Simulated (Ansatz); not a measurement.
A nudged elastic band was laid between two geometries of C₂H₄NSi (8 atoms, charge 0, multiplicity 2).

Computed with UKS r2SCAN/def2-SVP (Ansatz).

```
movable images  : 7
climbing image  : yes
spring          : 5.0 eV/Å²
optimiser       : quadratic models (default)
start path      : through a guess of the saddle point
force threshold : 0.05 eV/Å
iteration limit : 60
end points      : relaxed
```

Image 0:

```xyz
8
Properties=species:S:1:pos:R:3
C -0.649 0.924 -0.359
Si 0.065 -0.295 0.870
C 1.503 -1.195 0.145
N 2.469 -1.712 -0.261
H 0.121 1.635 -0.696
H -1.473 1.494 0.097
H -1.041 0.393 -1.242
H -0.904 -1.302 1.391
```

Image 8:

```xyz
8
Properties=species:S:1:pos:R:3
C -0.665 1.007 -0.282
Si 0.187 0.313 1.270
C 0.954 -1.241 0.415
N 2.021 -1.684 -0.022
H 0.119 1.426 -0.943
H -1.382 1.808 -0.044
H -1.180 0.232 -0.875
H 0.037 -1.917 0.426
```

Q: Which bonds break or form, and what moves?

A: Bonds broken: Si2–H8. Bonds formed: C3–H8.

Q: What energy profile does the band end with?

A: The forces met the threshold. The highest image is number 5 of 0 to 8, 2.24 eV above the first end and 0.24 eV above the last; the last end lies 2.00 eV above the first. A vibrational analysis at the climbing image gives one clearly imaginary mode, 1144i cm⁻¹: a first-order saddle point.

| image | path coordinate (Å) | energy (eV) | Si2–H8 (Å) | C3–H8 (Å) |
| --- | --- | --- | --- | --- |
| 0 | 0.00 | 0.00 | 1.49 | 2.71 |
| 1 | 0.32 | 0.07 | 1.49 | 2.56 |
| 2 | 0.64 | 0.29 | 1.49 | 2.37 |
| 3 | 0.96 | 0.73 | 1.49 | 2.07 |
| 4 | 1.27 | 1.56 | 1.55 | 1.71 |
| 5 | 1.59 | 2.24 | 1.72 | 1.35 |
| 6 | 1.90 | 2.05 | 2.01 | 1.18 |
| 7 | 2.21 | 2.00 | 2.28 | 1.15 |
| 8 | 2.52 | 2.00 | 2.39 | 1.14 |

Q: What is the geometry of the highest image?

A: 
```xyz
8
Properties=species:S:1:pos:R:3:forces:R:3
C -0.672 0.966 -0.316 0.00 -0.01 0.00
Si 0.006 0.061 1.228 0.00 0.00 -0.01
C 1.178 -1.085 0.293 0.01 0.00 0.00
N 1.979 -1.863 -0.152 0.00 0.00 0.00
H 0.109 1.596 -0.772 0.00 0.00 0.00
H -1.517 1.609 -0.028 0.00 0.00 0.00
H -1.014 0.254 -1.085 0.00 0.00 0.00
H 0.023 -1.596 0.777 -0.01 0.00 0.01
```

Q: What are the harmonic wavenumbers there?

A: 1144i, 110, 141, 355, 398, 516, 583, 647, 768, 810, 1229, 1410, 1427, 1575, 1892, 3030, 3136, 3152 cm⁻¹.

The run took 3.5 min on 2 threads of Arm Neoverse V2, on a shared host, peak memory 0.21 GiB.
